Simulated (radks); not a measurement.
Nb26+, configuration [Ne] 3s2 3p3 (the NIST ground configuration). Calculated with a radial shooting solver on a logarithmic mesh with Libxc functionals: scalar-relativistic Kohn-Sham, r2SCAN, spin-polarised, spherical densities, finite nucleus; open shells are filled with parallel spins first (spin-orbit coupling, left out, can overturn this in heavy ions); meta-GGA in the generalised Kohn-Sham scheme; Fermi nuclear charge, rms radius 4.324 fm.

Unscreened Slater integrals over Kohn-Sham orbitals (hartree). They are taken over the spin-up orbitals.

| integral | value |
|---|---|
| F0(3p,3p) | 2.3771 |
| F2(3p,3p) | 1.2017 |
| F0(3p,3s) | 2.3409 |
| G1(3p,3s) | 1.5235 |
| F0(3p,2p) | 3.1474 |
| F2(3p,2p) | 0.78470 |
| G0(3p,2p) | 0.31309 |
| G2(3p,2p) | 0.34259 |
| F0(3p,2s) | 3.0553 |
| G1(3p,2s) | 0.24764 |
| F0(3s,3s) | 2.3119 |
| F0(3s,2p) | 3.0303 |
| G1(3s,2p) | 0.30823 |
| F0(3s,2s) | 2.9661 |
| G0(3s,2s) | 0.24609 |
| F0(2p,2p) | 6.7150 |
| F2(2p,2p) | 3.1902 |
| F0(2p,2s) | 6.1529 |
| G1(2p,2s) | 3.4999 |
| F0(2s,2s) | 5.7967 |

Derived for the open shells (J is the average intra-shell exchange parameter used in DFT+U). 3p: J = F2/5 = 0.2403 hartree.
